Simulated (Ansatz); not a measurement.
`C[N](C)[Ga]([F])[Br]` + HCl → `[F][Ga]([Cl])[Br]` + `CNC` at 298.15 K and 1 bar (ligand exchange at a Ga–N bond).

Computed with Ansatz on PBE0-D4/def2-TZVP structures; ΔE is electronic, products minus reactants. CBS: MP2 limit from def2 TZ/QZ plus the TZ coupled-cluster correction, frozen cores. This one scheme is used for every species. For Br, Ga outer-core shells are correlated without core-valence functions, which leaves a few kJ/mol of doubt a bond. Scalar relativity is left out up to krypton. Each species was taken in one conformer, which may not be the lowest.

| species | CCSD(T)/CBS energy (Eh) | H − E (kJ/mol) | S (J/(mol·K)) |
| --- | --- | --- | --- |
| `C[N](C)[Ga]([F])[Br]` | -4731.58119 | 250.0 | 404.9 |
| HCl | -460.38127 | 26.6 | 186.8 |
| `[F][Ga]([Cl])[Br]` | -5056.97994 | 28.5 | 341.2 |
| `CNC` | -135.00321 | 256.9 | 271.4 |

H − E and S are ideal-gas, rigid-rotor, harmonic terms from PBE0-D4/def2-TZVP, for one conformer and one mirror image of each species. 1 Eh = 2625.50 kJ/mol, R = 8.31446 J/(mol·K).

**Question.** By hand: ΔE, ΔH, ΔS and ΔG.

**Answer.** ΔE = (-5056.97994) + (-135.00321) − (-4731.58119) − (-460.38127) = -0.02069 Eh = -54.3 kJ/mol. Δ(H − E) = 28.5 + 256.9 − 250.0 − 26.6 = 8.8, so ΔH = -45.5 kJ/mol. ΔS = 341.2 + 271.4 − 404.9 − 186.8 = 20.9 J/(mol·K). ΔG = -45.5 − 298.15 × (20.9)/1000 = -51.7 kJ/mol.

**Question.** By hand: the equilibrium constant, and the temperature at which ΔG would vanish if ΔH and ΔS stayed fixed.

**Answer.** log₁₀ K = −ΔG/(RT ln 10) = 9.1. ΔH and −TΔS have one sign here, so there is no such temperature.

ΔH outweighs TΔS. A doubt of 5 kJ/mol in ΔE shifts log₁₀ K by 0.9 here. Other conformers and mirror images would add mixing entropy, several J/(mol·K) or more a flexible species. These are equilibria of isolated gas molecules and say nothing of rates. Largest T1 diagnostic: 0.012 (customary marks: 0.02 for closed shells, 0.045 for open ones).
